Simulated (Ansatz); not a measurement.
`[OH][InH][Cl]` and `[Cl][InH][SeH]` differ in one atom or group.

Ansatz, PBE0-D4/def2-TZVP geometries, multiplicity 1. Each molecule was computed in one conformer, which needn't be the lowest.

Elements past krypton have def2 core potentials. Scalar relativity is left out up to krypton.

```
                                          property  `[OH][InH][Cl]`
             LUMO energy (ωB97M-V/def2-TZVPP) / eV            -0.02
  size of the dipole moment (B3LYP/def2-TZVPP) / D             1.39
                HOMO energy (PBE0/def2-TZVPP) / eV            -8.64
             HOMO energy (ωB97M-V/def2-TZVPP) / eV           -10.92
size of the dipole moment (ωB97M-V/def2-TZVPP) / D             1.44
               LUMO energy (B3LYP/def2-TZVPP) / eV            -1.80
```

Problem. Give the same properties after the change, and the shifts. (Best estimate.)

Solution. Computed: 
```tsv
property	`[Cl][InH][SeH]`	shift
LUMO energy (ωB97M-V/def2-TZVPP) / eV	-0.18	-0.16
size of the dipole moment (B3LYP/def2-TZVPP) / D	2.77	1.38
HOMO energy (PBE0/def2-TZVPP) / eV	-7.52	1.12
HOMO energy (ωB97M-V/def2-TZVPP) / eV	-9.64	1.28
size of the dipole moment (ωB97M-V/def2-TZVPP) / D	2.82	1.38
LUMO energy (B3LYP/def2-TZVPP) / eV	-1.97	-0.17
```

With PBE0 the HOMO rises by 1.12 eV and the LUMO falls by 0.21 eV, so the gap narrows by about 1.33 eV. PBE moves the HOMO by 0.78 eV and ωB97M-V by 1.28 eV. Dipoles are sizes alone; their direction can turn.

B3LYP here is the variant with VWN-RPA as its local correlation; programs differ in this.

Spin–orbit coupling is left out; it splits and shifts lone-pair levels of the heavy atoms by tenths of an eV.
